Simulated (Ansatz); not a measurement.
Relaxation of Co₂S with UKS B3LYP-D4/def2-TZVP.

```sh
$ ansatz run in.yaml --threads 4 --pin off --events-out ev --progress --plain --max-ram 3916MiB
```

```yaml
crystal:
  periodic: [false, false, false]
  atoms:
    - {symbol: Co, position_ang: [1.868721, -0.296545, -0.008673]}
    - {symbol: Co, position_ang: [-1.868744, 0.296354, 0.008725]}
    - {symbol: S, position_ang: [0.000023, 0.000191, -0.000042]}
basis:
  gaussian: {orbitals: def2-TZVP}
magnetization: {spin_polarized: true, initial_magnetization: 2}
hamiltonian: {xc: {name: B3LYP}, dispersion: d4}
scf: {lower_state_search: "off"}
output: {orbitals: {seedname: orbitals}}
relax: {f_tol: 0.02, max_steps: 100}
```

Hardware: 4 threads of Intel Xeon on a shared host. Wall time 11 min, peak host memory 0.68 GiB.

Positions (Å) and forces (eV/Å) at steps 1, 2, 3, 4, 7, 8, 9, 10, 11, 12, 13, 14, 15, 16, 17, 18, 19, 20 of 20:

```xyz
3
step=1 energy=-86091.4177 eV
Co    1.869   -0.297   -0.009    3.090   -0.491   -0.014
Co   -1.869    0.296    0.009   -3.451    0.547    0.016
S     0.000    0.000    0.000    0.361   -0.056   -0.002
3
step=2 energy=-86091.9043 eV
Co    1.972   -0.313   -0.009    1.255   -0.198   -0.001
Co   -1.976    0.313    0.009   -1.297    0.207    0.011
S     0.004    0.000    0.000    0.042   -0.008   -0.010
3
step=3 energy=-86092.0050 eV
Co    2.057   -0.326   -0.009   -0.075    0.013    0.005
Co   -2.061    0.327    0.010    0.006    0.000    0.005
S     0.004    0.000    0.000    0.069   -0.014   -0.010
3
step=4 energy=-86092.0053 eV
Co    2.053   -0.326   -0.009   -0.012    0.003    0.006
Co   -2.059    0.326    0.010   -0.001    0.001    0.006
S     0.005    0.000   -0.001    0.013   -0.004   -0.012
3
step=7 energy=-86092.0069 eV
Co    2.051   -0.333    0.002    0.007   -0.021    0.029
Co   -2.059    0.319    0.021    0.000   -0.020    0.029
S     0.008    0.014   -0.023   -0.007    0.041   -0.058
3
step=8 energy=-86092.0164 eV
Co    2.042   -0.347    0.023    0.080   -0.068    0.079
Co   -2.056    0.304    0.042   -0.019   -0.049    0.075
S     0.015    0.043   -0.065   -0.061    0.117   -0.154
3
step=9 energy=-86092.1076 eV
Co    2.008   -0.392    0.096    0.061   -0.164    0.222
Co   -2.042    0.251    0.114    0.072   -0.144    0.191
S     0.034    0.140   -0.209   -0.133    0.308   -0.412
3
step=10 energy=-86092.2914 eV
Co    1.931   -0.437    0.178   -0.007   -0.207    0.299
Co   -1.987    0.185    0.196    0.177   -0.187    0.227
S     0.056    0.251   -0.374   -0.171    0.394   -0.526
3
step=11 energy=-86092.4725 eV
Co    1.867   -0.483    0.260   -0.600    0.061    0.052
Co   -1.939    0.122    0.276    0.694   -0.115    0.003
S     0.071    0.361   -0.536   -0.094    0.053   -0.055
3
step=12 energy=-86092.6529 eV
Co    1.690   -0.509    0.338   -0.385    0.048    0.021
Co   -1.789    0.053    0.340    0.649   -0.018   -0.125
S     0.099    0.455   -0.678   -0.263   -0.029    0.104
3
step=13 energy=-86092.7715 eV
Co    1.506   -0.523    0.401   -0.169    0.004    0.033
Co   -1.623   -0.005    0.384    0.407    0.026   -0.132
S     0.117    0.528   -0.785   -0.238   -0.030    0.099
3
step=14 energy=-86092.7850 eV
Co    1.483   -0.530    0.416   -0.169    0.019    0.012
Co   -1.595   -0.002    0.374    0.188   -0.031    0.001
S     0.113    0.532   -0.790   -0.019    0.012   -0.013
3
step=15 energy=-86092.7970 eV
Co    1.445   -0.542    0.442   -0.203    0.034   -0.002
Co   -1.573    0.001    0.364    0.197   -0.040    0.012
S     0.128    0.541   -0.806    0.006    0.006   -0.011
3
step=16 energy=-86092.8974 eV
Co    1.260   -0.548    0.495   -0.446    0.218   -0.209
Co   -1.397   -0.064    0.416    0.317   -0.038   -0.019
S     0.137    0.612   -0.911    0.129   -0.180    0.228
3
step=17 energy=-86092.9280 eV
Co    1.197   -0.548    0.509   -0.248    0.095   -0.079
Co   -1.354   -0.070    0.415    0.153   -0.056    0.045
S     0.157    0.618   -0.924    0.095   -0.039    0.034
3
step=18 energy=-86092.9349 eV
Co    1.096   -0.550    0.534    0.171   -0.034    0.009
Co   -1.286   -0.086    0.422   -0.124    0.056   -0.052
S     0.190    0.636   -0.956   -0.047   -0.022    0.043
3
step=19 energy=-86092.9402 eV
Co    1.132   -0.549    0.524    0.004    0.001   -0.003
Co   -1.310   -0.080    0.419   -0.007    0.000    0.001
S     0.178    0.629   -0.944    0.003   -0.002    0.002
3
step=20 energy=-86092.9403 eV
Co    1.133   -0.548    0.524    0.000    0.000    0.000
Co   -1.311   -0.080    0.419   -0.001    0.000    0.000
S     0.178    0.629   -0.943    0.000    0.000    0.000
```

The charge 0 triplet is spin-contaminated (final ⟨S²⟩ up to 3.06, 2.00 for a pure state). At B3LYP-D4/def2-TZVP a quintet of charge 0 lies 0.65 eV below the triplet, each at its own geometry. The structure comes from a short search, and lower isomers may exist.
